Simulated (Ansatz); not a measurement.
C5H15Si2, doublet, at a GFN2-xTB geometry. Base run: CCSD/3-21G (Ansatz, an electronic-structure program).

Input for Ansatz:
Ansatz 0.2 input:
```yaml
crystal:
  periodic: [false, false, false]
  atoms:
    - {symbol: C, position_ang: [2.17446562, -1.12878097, 1.19435852]}
    - {symbol: Si, position_ang: [1.29762067, 0.34614813, 0.33938496]}
    - {symbol: C, position_ang: [2.32409758, 0.70124872, -1.24033135]}
    - {symbol: Si, position_ang: [-0.96432819, 0.02672987, -0.03935888]}
    - {symbol: C, position_ang: [-1.49035723, -1.42290633, -1.19033081]}
    - {symbol: C, position_ang: [-1.82797218, -0.26401376, 1.64094312]}
    - {symbol: C, position_ang: [-1.68500417, 1.62379841, -0.80344824]}
    - {symbol: H, position_ang: [1.65494284, -1.42099595, 2.10192749]}
    - {symbol: H, position_ang: [2.20108923, -1.99541943, 0.53639155]}
    - {symbol: H, position_ang: [3.19993055, -0.89293156, 1.46408418]}
    - {symbol: H, position_ang: [2.34762321, -0.17234055, -1.88916882]}
    - {symbol: H, position_ang: [1.89719080, 1.52168682, -1.80920501]}
    - {symbol: H, position_ang: [3.35261542, 0.96239990, -1.00817967]}
    - {symbol: H, position_ang: [-1.14184821, -2.37496139, -0.79866689]}
    - {symbol: H, position_ang: [-2.56974638, -1.49162789, -1.30457322]}
    - {symbol: H, position_ang: [-1.06354737, -1.30378371, -2.18274599]}
    - {symbol: H, position_ang: [-1.62496332, 0.54771622, 2.33208231]}
    - {symbol: H, position_ang: [-1.48593050, -1.18303910, 2.10650811]}
    - {symbol: H, position_ang: [-2.90573206, -0.33691061, 1.52875878]}
    - {symbol: H, position_ang: [-1.25315630, 1.82398386, -1.77900752]}
    - {symbol: H, position_ang: [-2.76124254, 1.55470751, -0.93134361]}
    - {symbol: H, position_ang: [-1.48469794, 2.48514726, -0.17437394]}
basis:
  gaussian:
    orbitals: 3-21G.json
magnetization: {spin_polarized: true, initial_magnetization: 1}
correlation: {method: ccsd}
```
The basis file holds 3-21G in the JSON format of the Basis Set Exchange.

Variants of this job, named by their change:

```csv
change,ΔE vs base (kcal/mol),MP2 correlation (Eh),CC correlation without the perturbative part (Eh),basis functions,core-seconds (rough)
base,0.000,-0.55451,-0.64035,101,40
electrons = outside_noble_gas,0.000,-0.55451,-0.64035,101,50
diis_vectors = 2,0.000,-0.55451,-0.64035,101,50
method = bccd_t,-9.74,-0.55451,-0.63950,101,100
accuracy = high,-0.005,-0.55452,-0.64036,101,200
reference functional = pbe0,?,-,?,101,60
"fitting = cc-pVTZ-JKFIT (mean field), cc-pVTZ-RIFIT (correlation)",0.018,-0.55450,-0.64035,101,50
electrons = all,?,?,?,101,100
method = rpa,?,-,-,101,6
method = ccsd_t,-9.69,-0.55451,-0.64035,101,80
```

Problem. Fill in the missing entries.

Solution. 
- reference functional = pbe0, ΔE vs base (kcal/mol): 4.68
- reference functional = pbe0, CC correlation without the perturbative part (Eh): -0.65177
- electrons = all, ΔE vs base (kcal/mol): -12.35
- electrons = all, MP2 correlation (Eh): -0.57554
- electrons = all, CC correlation without the perturbative part (Eh): -0.66004
- method = rpa, ΔE vs base (kcal/mol): -21.27
